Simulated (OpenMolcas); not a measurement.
Rh3+ in a point-charge field

Rh3+ among 4 point charges of -2.5 e arranged as a tetrahedron (Td), 2.08 Å from the ion.
```
   1.2009    1.2009    1.2009  -2.50
   1.2009   -1.2009   -1.2009  -2.50
  -1.2009    1.2009   -1.2009  -2.50
  -1.2009   -1.2009    1.2009  -2.50
```

* Program: OpenMolcas
* Method: SS-CASPT2, IPEA 0.25 Eh, imaginary shift 0.1 Eh (closed shells correlated: 4s 4p)
* Basis: ANO-RCC-VTZP [7s6p4d2f1g]
* Scalar Hamiltonian: DKH2, point nucleus
* Active space: 6 electrons in 5 orbitals (4d)
* State averaging: 2S+1 = 5 even, 5 roots; 2S+1 = 3 even, 45 roots; 2S+1 = 1 even, 50 roots
* Spin-orbit coupling: state interaction with AMFI integrals over the reference wave functions

The lowest spin-free states (labels of Td), above the lowest:

```
State  Degeneracy  E (cm-1)  Free-ion L (%)
   5E           2         0         D (100)
  5T2           3      2650         D (100)
  3T1           3     17040          H (78)
   3E           2     17750          H (98)
  3T1           3     18460          H (53)
  3T2           3     18690          H (79)
  3A2           1     19690         F (100)
  3T1           3     20500          H (53)
  3A1           1     20810         G (100)
  3T2           3     21100          F (71)
   3E           2     22020          G (95)
  3T1           3     22350          G (68)
  3T1           3     23700          F (40)
  3T2           3     24120          G (90)
   1E           2     25630          I (91)
  1T2           3     25900          I (75)
   3E           2     26410          D (97)
  1A2           1     26590         I (100)
  1T2           3     26860          G (53)
  1A1           1     27160          I (58)
```

The lowest levels with spin-orbit coupling:

```tsv
E (cm-1)	Degeneracy	Label	2S+1
0	1	A1	5
110	3	T1	5
210	2	E	5
470	3	T2	5
880	1	A2	5
2600	3	T2	5
3310	3	T1	5
3520	2	E	5
4150	3	T2	5
4400	3	T1	5
4600	1	A1	5
16910	3	T2	3
17120	2	E	3
17290	1	A1	3
17370	3	T1	3
18010	3	T2	3
18130	3	T2	3
18250	3	T1	3
18370	2	E	3
18800	2	E	3
```

Powder χT (cm3 K/mol): 0.126 at 2 K, 0.631 at 10 K, 2.87 at 50 K, 3.94 at 100 K, 4.43 at 200 K, 4.56 at 300 K. The effective moment at 300 K is 2.828 √(χT) = 6.04 μB.

The lowest level has 2S+1 = 5, for which the spin-only value is χT = S(S+1) / 2 = 3.000 cm3 K/mol (g = 2). The computed 4.555 at 300 K differs by +1.555, through orbital momentum, spin-orbit coupling and any other state in reach.

Roots that are degenerate in the reference are averaged as groups; the widest CASPT2 spread within a group is 170 cm-1 (the 3-fold group of multiplicity 3 near 23700 cm-1 above the lowest state of its run). Shifts and gaps below about the spread of the groups concerned are not significant. An orbital doublet at a regular site is open to a Jahn-Teller distortion, which this geometry leaves out. Point charges give a weaker field than real ligands, and real ions of this kind are as a rule low spin; the high spin found here belongs to the model. The ground term spreads over less than 5000 cm-1, several times less than with real ligands, so orbital moments are less quenched and χT lies further from the spin-only value than at real sites. Free-ion shares, where given, are those of the reference states; single-state CASPT2 does not remix them. Point charges carry no covalency, so the field is a model and not that of real ligands. No measured value stands beside these numbers.
